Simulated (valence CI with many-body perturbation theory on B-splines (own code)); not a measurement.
## Yb XXXVIII: electric-dipole lines

Level of theory: relativistic CI+MBPT: five valence electrons over a frozen Dirac-Fock core [Ar] 3d10, radial functions for each j: 11 s, 11 p, 10 d, 8 f, 5 g, 2 h, with the one-electron correlation potential Σ1 (screened to all orders), the two-electron term Σ2, the three-electron term Σ3, Breit, model QED; selected single and double excitations, second order for the rest, scaled by the run's own slope (own B-spline code, finite nucleus).

The last digits are not significant, and no measured levels were compared; by estimate large intervals hold to a few tenths of a per cent, small ones and those within an open d or f shell to about a per cent. Among the levels kept, up to 2100 cm⁻¹ of a level comes from second order outside the variational space, and about a tenth of that is noise between levels of different J, which matters for small intervals.

Lines 201 to 250 of 555 in falling wavelength, among levels below 3712.0 × 10³ cm⁻¹, chosen from the strongest by gf and those to the six lowest levels. Wavelengths and rates use the calculated energies. Electric multipoles are in the length gauge, E1 and E2 with the static RPA response of the core. Weak lines are less certain than strong ones. Lines between different terms over intervals too small for the method are left out, as are lines whose strength nearly cancels. Where a level lies close to another of its J and parity, the split of strength between their lines is uncertain. The highest levels of a list are the least certain.

Levels are named by their leading jj configuration (3d3/2^4 stands for four electrons in 3d with j = 3/2), which in mixed levels can hold well under half, so a name can repeat and another be missing. Letters in brackets count levels of one name in rising energy.

```tsv
λ vac (nm)	Upper	Lower	A (s⁻¹)	log gf	Branch %
7.345	(4s 4p1/2 4p3/2^2 4d5/2) J=5/2 [f]	(4s^2 4p1/2 4p3/2 4d5/2) J=5/2 [b]	1.90e+11	-0.04	26.1
7.344	(4s^2 4p1/2 4p3/2 4f5/2) J=9/2	(4s^2 4p1/2 4p3/2 4d5/2) J=9/2	9.79e+10	-0.10	13.9
7.341	(4s 4p1/2 4p3/2^2 4d5/2) J=5/2 [b]	(4s^2 4p1/2 4p3/2 4d5/2) J=7/2 [a]	1.37e+11	-0.18	29.2
7.340	(4p1/2^2 4p3/2^3) J=3/2	(4s 4p1/2^2 4p3/2^2) J=3/2	4.06e+11	0.12	68.5
7.337	(4s^2 4p1/2 4d5/2^2) J=1/2	(4s^2 4p1/2 4p3/2 4d5/2) J=1/2 [a]	2.33e+11	-0.42	29.3
7.330	(4s 4p1/2 4p3/2^2 4d5/2) J=7/2 [c]	(4s^2 4p1/2 4p3/2 4d5/2) J=9/2	2.44e+10	-0.80	4.5
7.326	(4s 4p1/2^2 4p3/2 4d5/2) J=5/2 [b]	(4s^2 4p1/2^2 4d5/2) J=5/2	1.57e+11	-0.12	31.1
7.319	(4s^2 4p1/2 4p3/2 4d5/2) J=3/2 [b]	(4s^2 4p1/2 4p3/2^2) J=5/2	2.35e+11	-0.12	53.8
7.313	(4s^2 4p1/2 4p3/2 4f5/2) J=3/2 [b]	(4s^2 4p1/2 4p3/2 4d3/2) J=3/2 [b]	4.39e+10	-0.85	4.8
7.310	(4s 4p1/2 4p3/2^2 4d5/2) J=3/2 [f]	(4s^2 4p1/2 4p3/2 4d5/2) J=1/2 [a]	3.88e+11	0.09	46.6
7.309	(4s^2 4p1/2 4p3/2 4f7/2) J=11/2	(4s^2 4p1/2 4p3/2 4d5/2) J=9/2	2.37e+11	0.36	98.9
7.308	(4s^2 4p1/2 4p3/2 4f7/2) J=9/2 [c]	(4s^2 4p1/2 4p3/2 4d5/2) J=7/2 [b]	5.86e+11	0.67	88.6
7.305	(4s 4p1/2 4p3/2^2 4d3/2) J=3/2 [f]	(4s^2 4p1/2 4p3/2 4d5/2) J=3/2 [a]	1.72e+11	-0.26	14.1
7.305	(4s 4p1/2 4p3/2^2 4d5/2) J=5/2 [g]	(4s^2 4p1/2 4p3/2 4d5/2) J=5/2 [c]	4.72e+11	0.36	48.8
7.303	(4s^2 4p1/2 4p3/2 4f7/2) J=9/2 [a]	(4s^2 4p1/2 4p3/2 4d5/2) J=7/2 [a]	8.45e+10	-0.17	45.5
7.302	(4s^2 4p3/2 4d3/2 4d5/2) J=3/2 [b]	(4s^2 4p3/2^2 4d3/2) J=5/2	6.54e+10	-0.68	7.8
7.299	(4s 4p1/2 4p3/2^2 4d5/2) J=3/2 [g]	(4s^2 4p1/2 4p3/2 4d5/2) J=5/2 [c]	1.66e+11	-0.28	16.1
7.292	(4s 4p1/2 4p3/2^2 4d5/2) J=7/2 [e]	(4s^2 4p1/2 4p3/2 4d5/2) J=7/2 [b]	1.11e+11	-0.15	13.1
7.291	(4s^2 4p1/2 4p3/2 4d5/2) J=1/2 [a]	(4s^2 4p1/2 4p3/2^2) J=3/2	2.74e+11	-0.36	65.0
7.287	(4s 4p1/2 4p3/2^3) J=3/2 [b]	(4s^2 4p1/2 4p3/2^2) J=1/2	2.66e+11	-0.07	39.6
7.285	(4s^2 4p1/2 4p3/2 4f5/2) J=7/2 [a]	(4s^2 4p1/2 4p3/2 4d3/2) J=5/2 [b]	5.79e+10	-0.43	7.5
7.282	(4p1/2 4p3/2^4) J=1/2	(4s^2 4p1/2 4p3/2 4d5/2) J=1/2 [b]	1.72e+11	-0.56	13.1
7.276	(4s 4p1/2^2 4p3/2 4d3/2) J=1/2 [b]	(4s^2 4p1/2^2 4d3/2) J=3/2	2.86e+11	-0.34	86.3
7.276	(4s 4p1/2 4p3/2^2 4d5/2) J=3/2 [h]	(4s^2 4p1/2 4p3/2 4d5/2) J=1/2 [b]	7.94e+11	0.40	62.4
7.274	(4s 4p1/2 4p3/2^2 4d5/2) J=1/2 [d]	(4s^2 4p1/2 4p3/2 4d5/2) J=3/2 [b]	5.73e+11	-0.04	58.8
7.270	(4s^2 4p3/2 4d3/2 4d5/2) J=3/2 [b]	(4s^2 4p3/2^2 4d3/2) J=3/2 [a]	6.47e+10	-0.69	7.7
7.268	(4s 4p1/2 4p3/2^2 4d5/2) J=7/2 [b]	(4s^2 4p1/2 4p3/2 4d5/2) J=5/2 [a]	1.78e+11	0.05	47.4
7.267	(4s 4p1/2 4p3/2^2 4d5/2) J=7/2 [e]	(4s^2 4p1/2 4p3/2 4d5/2) J=5/2 [b]	4.88e+11	0.49	57.8
7.263	(4s^2 4p3/2 4d3/2 4d5/2) J=3/2 [b]	(4s^2 4p3/2^2 4d3/2) J=1/2	9.64e+10	-0.52	11.5
7.262	(4s^2 4p1/2 4p3/2 4d5/2) J=5/2 [c]	(4s^2 4p1/2 4p3/2^2) J=5/2	4.42e+11	0.32	67.7
7.260	(4s^2 4p3/2^2 4d5/2) J=3/2	(4s^2 4p3/2^3) J=3/2	5.77e+11	0.26	91.5
7.257	(4s 4p1/2 4p3/2^2 4d3/2) J=5/2 [f]	(4s^2 4p1/2 4p3/2 4d5/2) J=3/2 [a]	1.24e+11	-0.23	11.7
7.253	(4s 4p1/2 4p3/2^2 4d5/2) J=7/2 [b]	(4s^2 4p1/2 4p3/2 4d5/2) J=7/2 [a]	2.40e+10	-0.82	6.4
7.252	(4s^2 4p1/2 4p3/2 4d5/2) J=5/2 [b]	(4s^2 4p1/2 4p3/2^2) J=3/2	3.63e+11	0.23	64.4
7.248	(4s 4p1/2 4p3/2^2 4d5/2) J=5/2 [g]	(4s^2 4p1/2 4p3/2 4d5/2) J=3/2 [b]	2.86e+11	0.13	29.5
7.247	(4s^2 4p1/2 4p3/2 4f7/2) J=7/2 [c]	(4s^2 4p1/2 4p3/2 4d5/2) J=5/2 [c]	5.69e+11	0.55	48.4
7.241	(4s 4p1/2 4p3/2^2 4d5/2) J=3/2 [g]	(4s^2 4p1/2 4p3/2 4d5/2) J=3/2 [b]	4.46e+11	0.15	43.4
7.240	(4s 4p1/2 4p3/2^2 4d3/2) J=5/2 [e]	(4s^2 4p1/2 4p3/2 4d3/2) J=7/2	1.60e+11	-0.12	21.6
7.240	(4p1/2^2 4p3/2^3) J=3/2	(4s 4p1/2^2 4p3/2^2) J=1/2	1.09e+11	-0.46	18.4
7.234	(4s^2 4p1/2 4d3/2 4d5/2) J=5/2 [b]	(4s 4p1/2 4p3/2^3) J=3/2 [a]	4.80e+10	-0.65	4.6
7.225	(4s 4p1/2 4p3/2^2 4d5/2) J=3/2 [c]	(4s^2 4p1/2 4p3/2 4d5/2) J=5/2 [a]	1.21e+11	-0.42	14.9
7.221	(4s 4p1/2^2 4p3/2 4d5/2) J=7/2 [b]	(4s 4p1/2^2 4p3/2^2) J=5/2	4.61e+10	-0.54	52.0
7.216	(4s 4p1/2 4p3/2^2 4d3/2) J=1/2 [b]	(4s^2 4p1/2 4p3/2 4d3/2) J=1/2 [a]	7.58e+10	-0.93	12.9
7.213	(4s^2 4p1/2 4d5/2^2) J=1/2	(4s^2 4p1/2 4p3/2 4d5/2) J=3/2 [a]	1.26e+11	-0.71	15.8
7.206	(4s 4p1/2 4p3/2^2 4d5/2) J=5/2 [c]	(4s^2 4p1/2 4p3/2 4d5/2) J=5/2 [a]	9.18e+10	-0.37	12.8
7.203	(4s 4p1/2 4p3/2^2 4d5/2) J=7/2 [d]	(4s^2 4p1/2 4p3/2 4d5/2) J=9/2	3.49e+11	0.34	46.6
7.197	(4s^2 4p1/2 4p3/2 4f7/2) J=9/2 [b]	(4s^2 4p1/2 4p3/2 4d5/2) J=7/2 [a]	1.35e+11	0.02	65.7
7.195	(4s 4p1/2 4p3/2^2 4d3/2) J=1/2 [b]	(4s^2 4p1/2 4p3/2 4d3/2) J=3/2 [a]	4.23e+11	-0.18	71.9
7.191	(4s 4p1/2 4p3/2^2 4d5/2) J=5/2 [c]	(4s^2 4p1/2 4p3/2 4d5/2) J=7/2 [a]	8.08e+10	-0.42	11.3
7.184	(4s 4p1/2^2 4p3/2 4d5/2) J=5/2 [a]	(4s^2 4p1/2^2 4d3/2) J=3/2	6.37e+08	-2.53	0.4
```

Task: How does gf follow from A for the line at 7.330 nm?

Result: gf = 1.4992 × (2J+1)_upper × A / σ², with σ = 1364286 cm⁻¹ and 2J+1 = 8: gf = 0.157.
